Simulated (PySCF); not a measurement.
H5OSi2, SMILES [SiH2]O[SiH3], multiplicity 2.

The structure is a stationary point at PBE0-D3(BJ)/def2-TZVP. The isomer is the one that the SMILES or the coordinates give; other isomers of the formula were not compared.

Level of theory: PySCF with SMD-B3LYP/def2-SVP.

Solvation free energies are E(SMD) − E(gas) at the gas-phase geometry, for 1 M in both phases. In vacuum the dipole moment is 0.43 D.

Task: Rank water, chlorobenzene, dimethylsulfoxide by solvation free energy, most negative first.

Result: chlorobenzene (-0.8 kcal/mol), dimethylsulfoxide (0.1 kcal/mol), water (2.0 kcal/mol)
